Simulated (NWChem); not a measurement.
System: H₂S₂ cation, doublet; SMILES of the neutral closed-shell parent SS

Input file for NWChem:

```
start job
memory heap 200 mb stack 900 mb global 1100 mb
charge 1
geometry units angstroms noautosym nocenter noautoz
  S      0.069173    -1.001654     0.000000
  S     -0.069173     1.001654     0.000000
  H     -1.281392    -1.190535     0.000000
  H      1.281392     1.190535     0.000000
end
basis spherical
  * library def2-svp
end
dft
  odft
  mult 2
  xc b3lyp
  iterations 150
  mulliken
end
task dft energy
esp
  recalculate
  probe 0.07
  range 0.3
  factor 1.0
  spacing 0.02
end
task esp
```

NWChem printed, in part:

```
             Northwest Computational Chemistry Package (NWChem) 7.3.0
             --------------------------------------------------------

                             Geometry "geometry" -> ""
                             -------------------------

 Output coordinates in angstroms (scale by  1.889725989 to convert to a.u.)

  No.       Tag          Charge          X              Y              Z
 ---- ---------------- ---------- -------------- -------------- --------------
    1 S                   16.0000     0.06917300    -1.00165400     0.00000000
    2 S                   16.0000    -0.06917300     1.00165400     0.00000000
    3 H                    1.0000    -1.28139200    -1.19053500     0.00000000
    4 H                    1.0000     1.28139200     1.19053500     0.00000000

 Effective nuclear repulsion energy (a.u.)      86.7906733194

                                 NWChem DFT Module
                                 -----------------

 Summary of "ao basis" -> "ao basis" (spherical)
 ------------------------------------------------------------------------------
       Tag                 Description            Shells   Functions and Types
 ---------------- ------------------------------  ------  ---------------------
 S                          def2-svp                 8       18   4s3p1d
 H                          def2-svp                 3        5   2s1p

            General Information
            -------------------
          SCF calculation type: DFT
          Wavefunction type:  spin polarized.
          No. of atoms     :     4
          No. of electrons :    33
           Alpha electrons :    17
            Beta electrons :    16
          Charge           :     1
          Spin multiplicity:     2
          Use of symmetry is: off; symmetry adaption is: off
          Maximum number of iterations: 150
          AO basis - number of functions:    46
                     number of shells:    22
          Convergence on energy requested:  1.00D-06
          Convergence on density requested:  1.00D-05
          Convergence on gradient requested:  5.00D-04

              XC Information
              --------------
                         B3LYP Method XC Potential
                     Hartree-Fock (Exact) Exchange  0.200
                        Slater Exchange Functional  0.800 local
                    Becke 1988 Exchange Functional  0.720 non-local
              Lee-Yang-Parr Correlation Functional  0.810
                  VWN I RPA Correlation Functional  0.190 local

             Grid Information
             ----------------
          Grid used for XC integration:  medium
          Radial quadrature: Mura-Knowles
          Angular quadrature: Lebedev.
          Tag              B.-S. Rad. Rad. Pts. Rad. Cut. Ang. Pts.
          ---              ---------- --------- --------- ---------
          S                   1.00       88           8.0       590
          H                   0.35       45          10.0       434
          Grid pruning is: on
          Number of quadrature shells:   266
          Spatial weights used:  Erf1

      Superposition of Atomic Density Guess
      -------------------------------------

 Sum of atomic energies:        -795.69319491

 Renormalizing density from      34.00 to     33

      Non-variational initial energy
      ------------------------------

 Total energy =    -781.321479
 1-e energy   =   -1235.186655
 2-e energy   =     367.074503
 HOMO         =      -0.589287
 LUMO         =      -0.357987

     ---------------------------------------------
      Total Density - Mulliken Population Analysis
     ---------------------------------------------

    Atom       Charge   Shell Charges
 -----------   ------   -------------------------------------------------------
    1 S   16    15.86   2.00  2.00  1.42  0.44  5.97  1.92  2.06  0.07
    2 S   16    15.86   2.00  2.00  1.42  0.44  5.97  1.92  2.06  0.07
    3 H    1     0.64   0.51  0.10  0.03
    4 H    1     0.64   0.51  0.10  0.03

     --------------------------------------------
      Spin Density - Mulliken Population Analysis
     --------------------------------------------

[...]

                     NWChem Electrostatic Potential Fit Module
                     -----------------------------------------

 Atom parameters

 Number of atoms is                                    4
 Number of basis functions is                         46

 Grid parameters

 Maximum number of grid points is                  23842
 Number of grid points is                          23841
 Grid range                                     0.300000 nm
 Grid spacing                                   0.020000 nm
 Probe radius                                   0.070000 nm
 Atom radius factor                             1.000000

 Atomic radii

    1    0.100000
   16    0.174000
 FASTESP  F
  using M.O. file = ./job.movecs

    Atom              Coordinates                           Charge

                                                  ESP

    1 S     0.006917   -0.100165    0.000000    0.225437
    2 S    -0.006917    0.100165    0.000000    0.224595
    3 H    -0.128139   -0.119054    0.000000    0.274888
    4 H     0.128139    0.119054    0.000000    0.275080
                                            ------------
                                                1.000000

 Dipole moment                                  0.000000

 Quadrupole moment Qxx                          2.068836
                   Qyy                          5.559723
                   Qzz                         -7.628559

 RMS deviation kJ/mol                           0.078684

 RRMS %                                         2.636599
```

Level: B3LYP/def2-SVP, spin-unrestricted. In the optimisation the excess spin sits in bg (C2h, its own frame). Coordinates come from a PBE0/def2-SVP, spin-unrestricted optimisation. This spin state was assumed; another may lie lower. No stability test was run on the SCF state.
